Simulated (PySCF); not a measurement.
Molecule: `[C@@H]1(C=O)CC=NC1`, C5H7NO.

Cartesian coordinates in Å; atom numbers follow the order of the lines, from 1:
```xyz
14

O    -1.347   -1.996    0.637
C    -1.442   -1.073   -0.122
C    -0.312   -0.207   -0.600
C     1.049   -0.643   -0.045
C     1.467    0.558    0.749
N     0.672    1.532    0.753
C    -0.490    1.245   -0.036
H    -2.427   -0.763   -0.525
H    -0.337   -0.184   -1.691
H     1.778   -0.883   -0.819
H     0.940   -1.515    0.606
H     2.395    0.599    1.297
H    -0.572    1.992   -0.828
H    -1.374    1.337    0.601
```

Frames of a GFN2-xTB Langevin trajectory at 200 K; GIAO PBE0/pcSseg-1 shieldings in PySCF, gas phase, non-relativistic; equivalent atoms averaged within each frame.

Scale: ¹⁷O (σ = 336.08 ppm) against H2O; ¹³C (σ = 186.93 ppm), ¹H (σ = 31.72 ppm) against TMS; NH3 for ¹⁵N (σ = 267.73 ppm) (reference shieldings calculated alike). The references are static minima.

**Question.** How do the shifts (ppm) fluctuate along the trajectory?

**Answer.** 
```tsv
time (fs)	O1	C2	C5	C7	C3	C4	N6	H8	H12	H14
250	645.7	200.4	171.4	65.3	52.1	34.4	396.5	10.00	6.86	5.49
425	665.9	202.5	169.2	66.1	48.9	41.0	374.0	10.48	7.58	5.15
625	659.0	200.6	163.5	70.7	53.2	35.6	386.3	10.05	7.36	3.81
800	688.9	207.7	173.2	74.0	56.1	38.0	367.3	10.40	7.87	4.09
1000	640.6	200.9	168.7	67.8	50.4	34.5	384.7	9.62	7.75	4.24
mean of frames	660.0	202.4	169.2	68.8	52.1	36.7	381.7	10.11	7.48	4.56
standard deviation	19.1	3.1	3.7	3.6	2.8	2.8	11.4	0.34	0.40	0.73
```

5 frames give an uncertainty of the mean of about the standard deviation over 2.2 at best, since frames this close in time may not be independent; classical motion lacks zero-point vibration, and the reference would need the same averaging.
